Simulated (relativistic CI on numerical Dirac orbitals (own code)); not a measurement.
## What each ingredient does to the levels of Re LXX

Base calculation: Dirac-Coulomb-Breit CI, orbitals from a KLI potential per configuration, model QED (radiative potential, 1s self-energy scaled to tabulated hydrogen-like ionisation energies), unscaled Slater integrals.

CI space (outside the closed core 1s2): 2s2 2p2, 2s 2p3, 2p4, 2p3 3s, 2p3 3p, 2s2 2p 3s, 2p3 3d, 2s2 2p 3p, 2s2 2p 3d, 2s 2p2 3s, 2s 2p2 3p, 2s 2p2 3d, 2s2 2p 4s, 2s2 2p 4p, 2s2 2p 4d, 2s2 2p 4f. Levels of other configurations are missing.

Variants: (1) Breit term removed; (2) non-relativistic limit. Shifts of the energy above 2s2 2p2 3P_0, in eV, for the lowest level and the first level of each name with at least 55 % of one term (blank where a level changes its place among those of its configuration and J or its character, or is not in the variant):

```
          Level     Base   Δ(1)     Δ(2)
   2s2 2p2 3P_0      0.0    0.0      0.0
   2s2 2p2 3P_1   1503.1  +20.5  -1503.1
   2s2 2p2 1D_2   1521.6  +29.1         
   2s2 2p2 3P_2   3050.0  +43.7         
   2s2 2p2 1S_0   3114.4  +34.1  -3028.6
   2s 2p3 3D°_3   3331.8  +37.4  -3095.8
   2s 2p3 3P°_0   3396.9  +16.8  -3119.3
   2s 2p3 1D°_2   3429.5  +31.1         
   2s 2p3 3P°_1   3433.9  +21.9         
       2p4 3P_2   3757.4   +7.8  -3209.1
       2p4 1S_0   3824.9   -2.0         
       2p4 3P_1   5277.3  +22.0  -4729.0
       2p4 1D_2   5296.1  +30.5  -4706.9
       2p4 3P_0   6853.7  +38.6         
2s2 2p 3s 3P°_0  10740.6  +35.8  -1105.7
2s2 2p 3s 3P°_1  10744.3  +37.3  -1109.4
 2s2 2p 3p 3D_1  10831.3  +32.4         
 2s2 2p 3p 3P_0  10881.6  +29.1  -1159.7
 2s 2p2 3s 3P_0  11064.6  +14.1  -1260.9
2s2 2p 3d 3F°_2  11365.1  +39.1         
2s2 2p 3s 3P°_2  12292.5  +56.5  -2657.5
2s2 2p 3s 1P°_1  12301.9  +56.0  -2653.4
```

At this charge energies of transitions that change n are usually good to better than 1 %, and those within a shell (Δn = 0) to a few per cent.

Ionisation energy from the two ground configurations alone: base 19001.6 eV; Breit term removed 19044.3 eV. The NIST ASD value (theoretical) is 19000 eV.

LS names give the leading component of a level, which can be under half, so a name can repeat, a term be missing and a line seem to break the LS rules.
